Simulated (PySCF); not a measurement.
# Zinc: a sound run and one with changed settings

Sound run: Zn²⁺ [Ar] 3d10, Zn³⁺ [Ar] 3d9. Computed with PySCF 2.14 in 6-31G*, with the non-relativistic Hamiltonian (point nucleus). In the sound run the correlated levels freeze [Ar]. The sound run starts from symmetry-adapted Hartree-Fock orbitals and uses a fine grid where one is needed.

Changed run: initial guess atom, at most 50 SCF cycles.

| species | method | sound run (hartree) | changed run (hartree) | converged |
| --- | --- | --- | --- | --- |
| Zn²⁺ | UHF | -1776.61041 | -1776.61041 | yes |
| Zn²⁺ | BP86 | -1778.30527 | -1778.30527 | yes |
| Zn²⁺ | PBE0 | -1777.82983 | -1777.82983 | yes |
| Zn²⁺ | MP2 | -1776.81086 | -1776.81086 | yes |
| Zn³⁺ | UHF | -1775.24469 | -1775.24468 | yes |
| Zn³⁺ | BP86 | -1776.84670 | -1776.84423 | no |
| Zn³⁺ | PBE0 | -1776.38583 | -1776.38675 | yes |
| Zn³⁺ | MP2 | -1775.37339 | -1775.37339 | yes |

Ionisation energy of Zn²⁺:

```
 method  sound run (eV)  changed run (eV)
    UHF          37.163            37.163
   PBE0          39.293            39.268
    MP2          39.116            39.116
SCS-MP2          38.883            38.883
```

Where the changed run lies lower, it found another determinant of the same configuration, with other orbitals of the open shell filled.

For comparison, NIST gives 39.723 eV between the lowest levels.
